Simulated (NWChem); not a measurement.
# AsF3, triplet; SMILES of the neutral closed-shell parent F[As](F)F

```xyz
4

F      1.7635     0.0000    -0.4814
As     0.0000     0.0000    -0.1631
F     -1.7635     0.0000    -0.4814
F      0.0000     0.0000     1.5610
```
Atoms are numbered in this order, from 1.

Results from NWChem. Spin-unrestricted. In the optimisation the excess spin sits in a1 and b2 (C2v, its own frame). Structure relaxed at the PBE0/def2-SVP, spin-unrestricted level. This spin state was assumed; another may lie lower. No stability test was run on the SCF state.

**Question.** What does the run give for LC-wPBE (HJS exchange hole, range parameter 0.4 per bohr)/def2-TZVP? Quantities: highest occupied level (eV); lowest empty minus highest occupied level, either spin (eV); dipole (D); <S²>.

**Answer.** 
```json
{
 "highest occupied level (eV)": "-9.99",
 "lowest empty minus highest occupied level, either spin (eV)": "6.73",
 "dipole (D)": "0.93",
 "<S²>": "2.01"
}
```
